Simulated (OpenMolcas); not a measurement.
# Pd2+: ligand-field states by method

Pd2+ with 6 ligands (ammonia) in octahedral coordination (S6) at 2.28 Å. Ligand basis ANO-RCC-VDZP.

```
Program             : OpenMolcas
Basis               : ANO-RCC-VDZP [6s5p3d1f]
Scalar Hamiltonian  : DKH2, point nucleus
Active space        : 8 electrons in 5 orbitals (4d)
State averaging     : 2S+1 = 3 even, 10 roots; 2S+1 = 1 even, 15 roots
Spin-orbit coupling : RASSI with atomic mean-field integrals over the reference wave functions
```

I. CASSCF
II. SS-CASPT2, IPEA 0.25 Eh, imaginary shift 0.1 Eh (closed shells correlated: 4s 4p and the ligand valence shells)

Spin-free states in cm-1, each column counted from its own energy of the first state listed:

| State | Degeneracy | I | II |
| --- | --- | --- | --- |
| 2S+1 = 3 | 1 | 0 | 0 |
| 2S+1 = 1 | 2 | 12637 | 8130 |
| 2S+1 = 3 | 1 | 16120 | 19650 |
| 2S+1 = 3 | 2 | 16169 | 19710 |
| 2S+1 = 1 | 1 | 22168 | 16680 |
| 2S+1 = 3 | 1 | 23813 | 27630 |
| 2S+1 = 3 | 2 | 23853 | 27330 |
| 2S+1 = 1 | 1 | 28616 | 28840 |
| 2S+1 = 1 | 2 | 28658 | 29080 |
| 2S+1 = 1 | 1 | 32365 | 32520 |
| 2S+1 = 1 | 2 | 32410 | 32680 |
| 2S+1 = 3 | 1 | 37383 | 43260 |
| 2S+1 = 3 | 2 | 37486 | 43300 |
| 2S+1 = 1 | 2 | 47775 | 53620 |
| 2S+1 = 1 | 2 | 48024 | 53710 |
| 2S+1 = 1 | 1 | 48103 | 53850 |
| 2S+1 = 1 | 1 | 69175 | 69120 |

From I to II, I's first state of the same spin (2S+1 = 3) moves from 16120 to 19650 cm-1, by about +3500 cm-1.

From I to II, I's first state of another spin (2S+1 = 1) moves from 12637 to 8130 cm-1, by about -4500 cm-1.

χT at 300 K: I 1.32, II 1.26 cm3 K/mol.

Roots that are degenerate in the reference are averaged as groups; the widest CASPT2 spread within a group is 100 cm-1 (the 2-fold group of multiplicity 3 near 27300 cm-1 above the lowest state of its run, II). Shifts and gaps below about the spread of the groups concerned are not significant. Over all roots computed the reference weight is 0.67 to 0.69 in II; a low but even weight reflects the number of correlated electrons. Real 4d8 and 5d8 ions are as a rule square planar and diamagnetic. The least metal-like active orbital is 84 % on the metal (Löwdin) and no ligand orbital is active, so the numbers are rough. Ligand-to-metal charge-transfer states are missing. With no ligand orbital active B as a rule stays too high, so bands that hang on it stand too high and its fall with covalency is understated. Without dynamic correlation the repulsion within the d shell is too large (B by tens of per cent), so at a given field states of lower spin stand too high (holds for I). With metal d orbitals alone the field can be off either way by tens of per cent (holds for I). With one d shell and no ligand orbital active, 10Dq can be off by a tenth or more (holds for II). No measured value stands beside these numbers; the geometry was imposed, not optimised, and the real ion may take another.

A state without a sure symmetry label is named by its multiplicity alone.
